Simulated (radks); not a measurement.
Q: Nd XII, configuration [Kr] 4d10 4f1 5s2. Method: Dirac Kohn-Sham, exchange-only PBE, spin-unpolarised, spherical densities, finite nucleus; open shells fill j = l - 1/2 first; Fermi nuclear charge, rms radius 4.9123 fm; computed with a radial shooting solver on a logarithmic mesh with Libxc functionals. Some entries of the table are withheld. Estimate them.

orbital,occ.,eigenvalue (eV),<1/r> (bohr^-1),r(max) (bohr)
1s1/2,2,-43551.10,66.05,0.01510
2s1/2,2,(1),15.63,0.08566
2p1/2,2,-6824.145,(2),0.06508
2p3/2,4,-6304.037,(3),0.07052
3s1/2,2,-1713.311,5.665,0.2440
3p1/2,2,-1551.961,5.579,(4)
3p3/2,4,-1448.085,5.183,(5)
3d3/2,4,-1166.917,5.052,0.1941
3d5/2,6,-1144.471,4.952,0.1974
4s1/2,2,-488.2150,2.384,0.5627
4p1/2,2,-426.7731,(6),0.5692
4p3/2,4,-403.3802,(7),0.5934
4d3/2,4,-301.6700,1.961,(8)
4d5/2,6,-297.3694,1.930,(9)
5s1/2,2,-194.5256,1.085,1.203
4f5/2,1,-177.8486,1.573,(10)
4f7/2,0,-177.1940,1.564,(11)

A: 
(1) 2s1/2 eigenvalue (eV): -7201.855
(2) 2p1/2 <1/r> (bohr^-1): 15.62
(3) 2p3/2 <1/r> (bohr^-1): 14.03
(4) 3p1/2 r(max) (bohr): 0.2308
(5) 3p3/2 r(max) (bohr): 0.2425
(6) 4p1/2 <1/r> (bohr^-1): 2.285
(7) 4p3/2 <1/r> (bohr^-1): 2.156
(8) 4d3/2 r(max) (bohr): 0.6051
(9) 4d5/2 r(max) (bohr): 0.6127
(10) 4f5/2 r(max) (bohr): 0.6035
(11) 4f7/2 r(max) (bohr): 0.6067
